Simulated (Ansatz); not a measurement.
Si(OH)2Me2 (C₂H₈O₂Si). Charge 0, multiplicity 1. Geometry PBE-D4/def2-SVP; atoms count from 1.

```xyz
13

Si   -0.0440    0.3345    0.1028
O     0.1323    1.6758   -0.9082
H     0.8436    2.2823   -0.6374
O    -0.4582    0.8069    1.6704
H    -1.3099    1.2742    1.7288
C     1.5658   -0.6037    0.3125
H     2.3290    0.0184    0.8236
H     1.9752   -0.9148   -0.6696
H     1.4142   -1.5140    0.9278
C    -1.3975   -0.6798   -0.7064
H    -1.0786   -1.0352   -1.7075
H    -2.3196   -0.0790   -0.8462
H    -1.6524   -1.5656   -0.0905
```

(1) Estimate the Mulliken populations from the PBE0/def2-TZVP orbitals of Ansatz.

(2) And the Mayer bond orders between heavy atoms (over 0.3)?

Results:

(1) 
```
atom  charge (e)
 Si1        0.62
  O2       -0.54
  H3        0.32
  O4       -0.54
  H5        0.32
  C6       -0.51
  H7        0.14
  H8        0.14
  H9        0.14
 C10       -0.51
 H11        0.14
 H12        0.14
 H13        0.14
```
Mulliken values depend strongly on the basis.

(2) Si1–O2 1.19 (1.69 Å); Si1–O4 1.19 (1.69 Å); Si1–C6 0.99 (1.87 Å); Si1–C10 0.99 (1.87 Å).
